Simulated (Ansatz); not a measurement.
A made-up structure of CH$_{4}$SiZn, singlet:

```
7
angstrom
Si -1.0146 0.5368 -0.6611
C 0.2655 0.4642 0.4554
Zn 1.3415 -1.0903 0.6968
H -1.3679 -0.6197 -1.5173
H -1.8920 1.7090 -0.9036
H 1.9044 0.2239 1.2416
H 2.2001 -2.3528 0.8787
```

It is relaxed with PBE-D4/def2-SVP and then PBE0-D4/def2-TZVP (Ansatz 0.2.0). Atoms count as bonded within 1.22 times the sum of their covalent radii (H–H: 0.88 Å). The end point is not checked to be a true minimum.

Q: Does its bonding change? (A judgement: the text doesn't fix the answer.)

A: By the calculation: Yes. Formed: C2–H6; broken: Zn3–H6.

Where it ends: The first stage lowers the energy by 4.37 eV in 10 steps. It ends as CH₄SiZn ([SiH2][CH][ZnH]):
```json
{"atom": "Si1", "x (Å)": "-0.8011", "y (Å)": "0.4749", "z (Å)": "-0.5535"}
{"atom": "C2", "x (Å)": "0.5602", "y (Å)": "0.2768", "z (Å)": "0.4460"}
{"atom": "Zn3", "x (Å)": "1.4787", "y (Å)": "-1.3833", "z (Å)": "0.6274"}
{"atom": "H4", "x (Å)": "-1.3538", "y (Å)": "-0.6470", "z (Å)": "-1.3478"}
{"atom": "H5", "x (Å)": "-1.5652", "y (Å)": "1.7330", "z (Å)": "-0.7440"}
{"atom": "H6", "x (Å)": "0.9098", "y (Å)": "1.1463", "z (Å)": "1.0000"}
{"atom": "H7", "x (Å)": "2.2084", "y (Å)": "-2.7298", "z (Å)": "0.7625"}
```

Labels in which every atom is bracketed show which atoms are joined, not bond orders.

For scale, one of the runs: PBE0-D4/def2-TZVP relaxation, 140 basis functions, launched by `ansatz run in.yaml --threads 2 --pin off --events-out ev --progress --plain --max-ram 4352MiB`. Hardware: 2 CPU threads of an Intel Xeon Platinum 8488C, shared host. Wall time about 18 s.
